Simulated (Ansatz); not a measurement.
Total energies of NbB₇ (the lowest singlet isomer of a short search) from Ansatz at PBE-D4/def2-TZVP, gas phase (1 Eh = 27.2114 eV = 2625.5 kJ/mol). The reference geometry is relaxed at PBE-D4/def2-SVP.

```xyz
8

Nb   -1.215    0.637    0.333
B     1.018    0.784    0.328
B     0.219   -1.379    0.187
B     0.332    0.932    1.791
B    -0.419   -1.119   -1.233
B     0.609   -0.584    1.495
B     0.466    0.495   -1.138
B    -1.010    0.235   -1.763
```

```json
{"state": "charge 0 singlet", "geometry": "reference", "energy (Eh)": "-230.53023"}
{"state": "charge 1 doublet", "geometry": "reference", "energy (Eh)": "-230.24303"}
{"state": "charge 1 doublet", "geometry": "relaxed at PBE-D4/def2-SVP", "energy (Eh)": "-230.25133"}
{"state": "charge 0 triplet", "geometry": "relaxed at PBE-D4/def2-SVP", "energy (Eh)": "-230.50077"}
{"state": "charge 0 quintet", "geometry": "relaxed at PBE-D4/def2-SVP", "energy (Eh)": "-230.46561"}
{"state": "free Nb atom (sextet)", "geometry": "–", "energy (Eh)": "-56.83927"}
{"state": "free B atom (doublet)", "geometry": "–", "energy (Eh)": "-24.61008"}
```

In the def2 sets Nb takes a core potential; there is no spin–orbit coupling.

(1) Work out the vertical ionisation energy to the doublet.

(2) How much does the charge 1 doublet relax, and what is the adiabatic ionisation energy?

(3) Which of the charge 0 states is lowest, and how far above it are the others?

(4) What is the binding energy per atom against free atoms?

(1) E(charge 1 doublet) − E(charge 0 singlet) = -230.24303 − (-230.53023) = 0.28720 Eh = 7.82 eV. For comparison, −ε of the highest occupied level is 5.34 eV at this level, 2.48 eV less.

(2) Relaxation: -230.24303 − (-230.25133) = 0.00830 Eh = 0.23 eV. Adiabatic ionisation energy: 0.27890 Eh = 7.59 eV, without zero-point energy. Bonds change on the way (0 lost, 2 formed), so the relaxed form is another species. 

(3) The singlet. triplet: -230.50077 − (-230.53023) = 0.02946 Eh = 77.3 kJ/mol; quintet: -230.46561 − (-230.53023) = 0.06462 Eh = 169.7 kJ/mol. The triplet differs in its bonds from the reference. The quintet differs in its bonds from the reference.

(4) Atoms: 1 × (-56.83927) + 7 × (-24.61008) = -229.10983 Eh. Binding: -229.10983 − (-230.53023) = 1.42040 Eh = 38.65 eV, or 4.83 eV for each of 8 atoms (no zero-point energy, no counterpoise term).

The structure comes from a short search, and lower isomers may exist.
